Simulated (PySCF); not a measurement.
C₃H₉SSi, SMILES C[Si](C)(C)[S] (connectivity only; charge and spin as stated), charge -1, multiplicity 1.

Geometry optimised at B3LYP-D3(BJ)/def2-SVPD. The multiplicity is an assumed one; other spin states were not compared. The isomer is the one that the SMILES or the coordinates give; other isomers of the formula were not compared.

Calculation: PySCF with PBE/def2-SVPD.

Isolated molecule, no solvent. A positive occupied level means that this level leaves the electron formally unbound; only the finite basis holds it.

* **total energy**: -806.75309 hartree
* **point group**: C3v
* **highest occupied level**: 0.03 eV
* **lowest empty level**: 3.34 eV
* **orbital gap**: 3.31 eV
* **dipole moment about the centre of nuclear charge**: 5.46 D
* **mean static polarisability**: 115.7 bohr³ (17.14 Å³)
* **polarisability, principal values**: 109.8, 109.8, 127.4 bohr³
